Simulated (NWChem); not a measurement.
C₄H₆Si; SMILES C#C/C=C/[SiH3]

Computed with NWChem. Medium grid unless said otherwise, to which SCAN and Minnesota functionals are sensitive. Coordinates come from a PBE0/def2-SVP optimisation. Hybrids' shares of exact exchange are those that their runs print; pure functionals count as 0. The functionals differ in more than this share.

```
row              share of exact exchange  highest occupied level (eV)
---------------  -----------------------  ---------------------------
PBE/def2-SVP                        0.00                        -6.17
BLYP/def2-SVP                       0.00                        -5.94
TPSSh/def2-SVP                      0.10                     withheld
B3LYP/def2-SVP                      0.20                        -6.96
PBE0/def2-SVP                       0.25                        -7.24
M06-2X/def2-SVP                     0.54                        -8.34
```

### Question
Fit a straight line of the last column on the one before it, predict the withheld value, and compare with the run.

### Answer

1. Means of the 5 shown rows: x = 0.198, y = -6.930. Slope Σ(x − x̄)(y − ȳ)/Σ(x − x̄)² = -0.8449/0.1981 = -4.265; intercept -6.086.
2. The shown rows scatter about the line by 0.088 (root mean square); the largest residual is +0.15, at BLYP/def2-SVP.
3. At x = 0.10 (TPSSh/def2-SVP; inside the shown range) the line gives -6.51.
4. The run gives -6.60, -0.09 from the line, 1.0 times the scatter.
